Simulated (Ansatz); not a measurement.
Compare A (`COC(N)[SiH3]`) with its isomer B (`C[Si](C)(N)O`).

Program: Ansatz. Geometries: PBE0-D4/def2-TZVP. ΔE: electronic, gas phase. CBS: MP2 limit from def2 TZ/QZ plus the TZ coupled-cluster correction, frozen cores. Functionals use def2-TZVPP. B3LYP here is the variant with VWN-RPA as its local correlation; programs differ in this. Each species was taken in one conformer, which may not be the lowest.

A:

Z-matrix (Å, degrees):
```
C
O 1 1.409
H 1 1.099 2 110.8
H 1 1.090 2 107.1 3 118.8
H 1 1.094 2 111.3 3 -121.3
C 2 1.408 1 113.6 3 62.7
Si 6 1.903 2 105.8 1 -171.0
N 6 1.447 2 111.7 1 64.5
H 6 1.103 2 109.4 1 -53.3
H 7 1.488 6 108.0 2 -69.2
H 7 1.489 6 108.1 2 173.6
H 7 1.486 6 112.9 2 52.6
H 8 1.011 6 113.4 2 86.9
H 8 1.009 6 112.9 2 -147.6
```

B:

Z-matrix (Å, degrees):
```
C
Si 1 1.861
H 1 1.093 2 111.1
H 1 1.093 2 110.7 3 120.1
H 1 1.093 2 111.0 3 -120.5
C 2 1.866 1 111.6 3 56.7
N 2 1.720 1 114.7 3 -63.9
O 2 1.654 1 103.5 3 177.4
H 6 1.093 2 110.3 1 58.8
H 6 1.094 2 111.5 1 -60.9
H 6 1.093 2 111.4 1 178.4
H 7 1.006 2 120.6 1 102.5
H 7 1.007 2 121.9 1 -47.6
H 8 0.959 2 115.2 1 166.2
```

Problem. Which is lower in electronic energy at CCSD(T)/CBS, and by how much? (Best estimate.)

Solution. Computed: B, by 422.2 kJ/mol.

Problem. Give E(B) − E(A) in kJ/mol with PBE0-D4, HF/def2-TZVPP, PBE-D4, B3LYP-D4, CCSD(T)/def2-TZVPP, MP2/def2-TZVPP, r2SCAN-D4. (Best estimate.)

Solution. Computed: PBE0-D4 -405.0, HF/def2-TZVPP -412.4, PBE-D4 -390.7, B3LYP-D4 -404.9, CCSD(T)/def2-TZVPP -412.6, MP2/def2-TZVPP -432.0, r2SCAN-D4 -417.8. None reverses the order clearly.

Largest T1 diagnostic: 0.012.

From PBE to PBE0 (25 % exact exchange), in def2-TZVPP and without D4, E(B) − E(A) moves by −14.4 kJ/mol.
